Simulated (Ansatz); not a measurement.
A series at Ge: from `[GeH3][SiH2][SiH2][SiH2][GeH2][GeH3]`, ligands are replaced one by one, each step taking up H₂ and setting free GeH₄; n counts the steps. Ansatz, PBE0-D4/def2-TZVP geometries. Each molecule was computed in one conformer, which needn't be the lowest.

CBS adds triple-zeta CCSD(T) − MP2 to the MP2 limit, frozen cores; atoms without spin–orbit coupling. Outer-core shells of Ge are correlated without core-valence functions. Scalar relativity is left out up to krypton. Spin–orbit coupling is left out.

| n | molecule | atomization energy, CCSD(T)/CBS (kJ/mol) |
| --- | --- | --- |
| 0 | `[GeH3][SiH2][SiH2][SiH2][GeH2][GeH3]` | 5545.3 |
| 1 | `[GeH3][SiH2][SiH2][SiH2][GeH3]` | 4732.0 |
| 2 | `[SiH3][SiH2][SiH2][GeH3]` | 3933.2 |
| 3 | `[SiH3][SiH2][SiH3]` | ? |

By hand: fit a straight line y = ȳ + b (n − n̄) to the 3 given rows and predict n = 3.

n̄ = 1.000, ȳ = 4736.83; Σ(n − n̄)(y − ȳ) = -1612.10, Σ(n − n̄)² = 2.000, so b = -806.05 kJ/mol a step. Prediction: 4736.83 + (-806.05) × (2.000) = 3124.7 kJ/mol.

By hand: compare with the computed value, 3136.2 kJ/mol, and give the steps along the whole series.

The line misses by 11.5 kJ/mol (computed minus predicted). Steps: -813.3, -798.8, -797.0 kJ/mol.

The steps differ by up to 16.3 kJ/mol, small against a whole step but well beyond the method's doubt, so the ligands' effects don't simply add. The miss is 0.5 % of the series' range. The energies themselves are unsure by some kJ/mol a bond, though much of that is common to the series.
